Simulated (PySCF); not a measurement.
AsH5, SMILES [AsH5]. The structure is a stationary point at PBE0-D3(BJ)/def2-TZVP.

Problem. Give the equilibrium geometry at PBE0-D3(BJ)/def2-TZVP (PySCF confirms it by a frequency run) as Cartesian coordinates in Å, and its point group. (An estimate is asked for; the answer gives what the named calculation found.)

Solution. point group D3h.
```xyz
6

As     0.0000     0.0000     0.0000
H      0.0000     0.0000     1.6034
H      0.0000     0.0000    -1.6034
H      1.5291     0.0000     0.0000
H     -0.7646     1.3243     0.0000
H     -0.7646    -1.3243     0.0000
```
